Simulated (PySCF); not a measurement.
# Potential energy of IBr along the bond

Set-up: PySCF, scalar-relativistic core potentials, basis sets I def2-SVP with ECP28, Br def2-SVP. Energies in eV from I + Br in their ground configurations at the same level. State: ¹Σ⁺ (singlet), closed shell.

| R (Å) | r²SCAN | B2PLYP |
| --- | --- | --- |
| 2.147 | -0.727 | -0.368 |
| 2.247 | -1.496 | -1.171 |
| 2.347 | -1.910 | -1.612 |
| 2.422 | -2.058 | -1.775 |
| 2.497 | -2.106 | -1.836 |
| 2.572 | -2.081 | -1.821 |
| 2.672 | -1.968 | -1.718 |
| 2.797 | -1.748 | -1.507 |
| 2.946 | -1.427 | -1.193 |
| 3.146 | -0.978 | -0.751 |

**Question.** Put a parabola through the three lowest points of the r²SCAN curve and estimate Re, k and ωe (reduced mass 48.66 u; 1 eV/Å² = 0.16022 mdyn/Å; ωe = 1302.8·√(k/μ) cm⁻¹).

**Answer.** Through R = 2.422, 2.497, 2.572 Å the second-order coefficient is 6.49 eV/Å², so Re ≈ 2.509 Å, k ≈ 2.08 mdyn/Å and ωe ≈ 269 cm⁻¹. A polynomial fit of higher order to the unrounded r²SCAN energies gives Re = 2.505 Å, k = 2.00 mdyn/Å, ωe = 264 cm⁻¹; anharmonicity and rounding make the difference.

The higher-order fit for each curve: r²SCAN: Re = 2.505 Å, ωe = 264 cm⁻¹, De = 2.11 eV; B2PLYP: Re = 2.516 Å, ωe = 263 cm⁻¹, De = 1.84 eV.

Correlated steps freeze 13 core orbitals. These are scalar-relativistic numbers at best; spin–orbit coupling would shift them, the dissociation energy most. B2PLYP dipoles, levels and charges come from its SCF part alone.
